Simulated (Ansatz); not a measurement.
A nudged elastic band was laid between two geometries of CH8Si2 + H2Se (14 atoms, charge 0, multiplicity 1).

All numbers below come from RKS B3LYP-D4/def2-SVP (Ansatz).

```
movable images  : 5
climbing image  : yes
spring          : 5.0 eV/Å²
optimiser       : quadratic models (default)
start path      : through a guess of the saddle point
force threshold : 0.05 eV/Å
iteration limit : 60
end points      : relaxed
```

Initial state:

```xyz
14
Properties=species:S:1:pos:R:3
Si -0.657 -0.952 0.696
C 0.683 -0.091 1.718
H -1.932 -0.175 0.748
H -0.940 -2.298 1.286
Si 0.027 -1.234 -1.546
H -0.558 3.106 0.169
Se -0.728 2.478 -1.156
H 0.909 0.900 1.296
H 0.358 0.041 2.763
H 1.613 -0.683 1.721
H 1.222 -0.389 -1.846
H -1.058 -0.872 -2.508
H 0.409 -2.658 -1.801
H 0.653 2.827 -1.540
```

Final state:

```xyz
14
Properties=species:S:1:pos:R:3
Si -1.633 -0.311 -0.377
C 1.367 0.786 1.842
H -3.009 -0.762 -0.733
H -1.423 -0.540 1.082
Si -0.012 -1.412 -1.675
H 0.546 1.503 1.699
Se -1.628 1.939 -0.909
H 2.263 1.318 2.194
H 1.070 0.035 2.588
H 1.594 0.286 0.889
H 1.297 -0.711 -1.517
H -0.415 -1.364 -3.111
H 0.152 -2.837 -1.257
H -0.169 2.070 -0.715
```

Question: Which bonds break or form, and what moves?

Answer: Bonds broken: Si1–C2, H6–Se7. Bonds formed: Si1–Se7, C2–H6. CH8Si2 + H2Se becomes CH4 + H6SeSi2.

Question: Give the energies along the band, and the barrier.

Answer: The forces met the threshold. The highest image is number 3 of 0 to 6, 2.22 eV above the first end and 2.88 eV above the last; the last end lies 0.65 eV below the first. Neighbouring images differ by up to 2.1 eV, so the band resolves the path poorly. A vibrational analysis at the climbing image gives one clearly imaginary mode, 863i cm⁻¹: a first-order saddle point. The orbitals stay closed-shell, which can raise the energy where a bond breaks towards radicals; this wasn't checked here.

```tsv
image	path coordinate (Å)	energy (eV)	Si1–C2 (Å)	H6–Se7 (Å)	Si1–Se7 (Å)
0	0.00	0.00	1.89	1.48	3.90
1	1.02	0.05	1.90	1.47	3.81
2	2.05	0.50	1.93	1.49	3.34
3	3.07	2.22	2.20	2.02	2.88
4	4.68	0.12	3.10	2.42	2.38
5	6.30	-0.63	3.85	3.04	2.32
6	7.91	-0.65	3.89	3.42	2.31
```

Question: What is the geometry of the highest image?

Answer: 
```xyz
14
Properties=species:S:1:pos:R:3
Si -0.789 -0.524 0.352
C 0.639 0.483 1.692
H -2.180 -0.095 0.628
H -0.566 -1.695 1.283
Si -0.035 -1.133 -1.779
H 0.009 1.066 0.748
Se -0.761 2.123 -0.791
H 1.121 1.469 1.804
H 0.103 0.246 2.618
H 1.426 -0.250 1.468
H 1.299 -0.499 -1.982
H -1.008 -0.683 -2.806
H 0.146 -2.619 -1.861
H 0.597 2.110 -1.376
```

The band took 17 iterations and of the order of 23 core-minutes.

Run time: 6.1 min on 4 threads of Arm Neoverse N1, with other jobs on the host, peak memory 0.4 GiB.
